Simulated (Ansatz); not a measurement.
Species: Si$_{2}$H$_{5}$S, charge 0, doublet. Si2H5S (SMILES [SiH2]S[SiH3], doublet).
B3LYP-D3(BJ)/def2-TZVP minimum from Ansatz (a quantum-chemistry and plane-wave program):
```
S
Si 1 2.1436
H 2 1.4857 1 106.55
H 2 1.4897 3 110.36 1 119.62
Si 1 2.1530 2 99.50 3 159.54
H 5 1.4771 1 106.09 2 169.72
H 5 1.4786 6 110.20 1 -119.73
H 5 1.4793 6 110.30 7 -120.61
```
Charge 0, spin multiplicity 2.

Total energies in cc-pV(D+d)Z, 19 correlated electrons, 15 frozen orbitals. Open shells are spin-unrestricted; no spin-orbit coupling. Cores are frozen in correlated methods. No relativity.

```tsv
method	program	energy (Eh)	minus CCSDT(Q) (mEh)
HF	Ansatz	-978.32703	389.46
MP2	Ansatz	-978.64798	68.52
CCSD	Ansatz	-978.70327	13.23
CCSD(T)	Ansatz	-978.71427	2.23
CCSDT(Q)	Ansatz	-978.71649	0.00
```

Rough core times of Ansatz's runs on a shared machine: CCSD(T) 20 s, CCSDT(Q) 70 min.
